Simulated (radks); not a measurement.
Neutral calcium inside a hard spherical wall (all orbitals vanish at R), configuration held at [Ar] 4s2 and not refilled when levels cross. Calculated with a radial shooting solver on a logarithmic mesh with Libxc functionals: scalar-relativistic Kohn-Sham, LDA (Slater exchange, VWN5 correlation), spin-polarised, spherical densities, point nucleus. Eigenvalues in eV for spin up, with the zero of energy where the potential of the charges vanishes at infinity; a dash marks a level that is unbound or too diffuse for the functional's potential to be trusted. A positive occupied level is held by the wall or, in an anion where self-interaction has pushed it up, behind a barrier. The pressure on the wall is -dE/dV.

[
 {"R (bohr)": "free", "E (hartree)": "-678.69847", "kinetic (hartree)": "682.872", "e(2p)": "-334.59", "e(3s)": "-46.839", "e(3p)": "-27.991", "e(4s)": "-3.863", "e(3d, empty)": "-2.136", "e(4p, empty)": "-1.437", "pressure (GPa)": "0"},
 {"R (bohr)": "15", "E (hartree)": "-678.69846", "kinetic (hartree)": "682.872", "e(2p)": "-334.58", "e(3s)": "-46.837", "e(3p)": "-27.989", "e(4s)": "-3.861", "e(3d, empty)": "-2.134", "e(4p, empty)": "-1.429", "pressure (GPa)": "0.000140"},
 {"R (bohr)": "12", "E (hartree)": "-678.69818", "kinetic (hartree)": "682.875", "e(2p)": "-334.56", "e(3s)": "-46.808", "e(3p)": "-27.961", "e(4s)": "-3.841", "e(3d, empty)": "-2.108", "e(4p, empty)": "-1.369", "pressure (GPa)": "0.00474"},
 {"R (bohr)": "8", "E (hartree)": "-678.68393", "kinetic (hartree)": "682.966", "e(2p)": "-333.88", "e(3s)": "-46.162", "e(3p)": "-27.324", "e(4s)": "-3.307", "e(3d, empty)": "-1.534", "e(4p, empty)": "-0.425", "pressure (GPa)": "0.502"},
 {"R (bohr)": "5", "E (hartree)": "-678.45075", "kinetic (hartree)": "683.839", "e(2p)": "-330.06", "e(3s)": "-42.731", "e(3p)": "-23.985", "e(4s)": "1.535", "e(3d, empty)": "1.843", "e(4p, empty)": "6.400", "pressure (GPa)": "22.9"},
 {"R (bohr)": "3.5", "E (hartree)": "-677.43588", "kinetic (hartree)": "687.066", "e(2p)": "-322.07", "e(3s)": "-36.633", "e(3p)": "-18.007", "e(4s)": "17.526", "e(3d, empty)": "9.088", "e(4p, empty)": "25.975", "pressure (GPa)": "299"},
 {"R (bohr)": "1.5", "E (hartree)": "-640.78852", "kinetic (hartree)": "781.012", "e(2p)": "-208.94", "e(3s)": "63.224", "e(3p)": "87.725", "e(4s)": "355.97", "e(3d, empty)": "117.68", "e(4p, empty)": "361.02", "pressure (GPa)": "94300"}
]
